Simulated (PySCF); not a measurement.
Fractional electron number in V⁺ (vanadium, charge +1)

The 3d alpha orbital of [Ar] 3d4 is emptied in steps (occupation f), with all orbitals relaxed, ending at [Ar] 3d3. All numbers are calculated (PySCF 2.14, the spin-free X2C one-electron Hamiltonian (Gaussian nucleus), in aug-cc-pVTZ-DK (8s7p5d3f2g, 93 functions)). The exact energy is a straight line in f; departures are measured from the line between the end points of the same method.

```tsv
f	PBE0 (eV)	LC-wPBE (eV)
1	0.000	0.000
0.75	-0.747	-0.230
0.5	-1.013	-0.322
0.25	-0.772	-0.253
0	0.000	0.000
```

```
 method  E(f=0) − E(f=1) (eV)  −ε at f=1 (eV)  −ε at f=0.5 (eV)
   PBE0                14.985          11.094            14.918
LC-wPBE                15.039          13.910            14.979
```

Orbital energy along the path (eV):

| f | PBE0 | LC-wPBE |
| --- | --- | --- |
| 1 | -11.094 | -13.910 |
| 0.75 | -12.943 | -14.380 |
| 0.5 | -14.918 | -14.979 |
| 0.25 | -16.997 | -15.669 |
| 0 | -19.159 | -16.442 |

Reference removal energy between the ground levels: 14.634 ± 0.007 eV (measured; NIST Atomic Spectra Database, ionization energies). The calculation has no spin-orbit coupling. The determinant left behind need not be the lowest term of the ion.
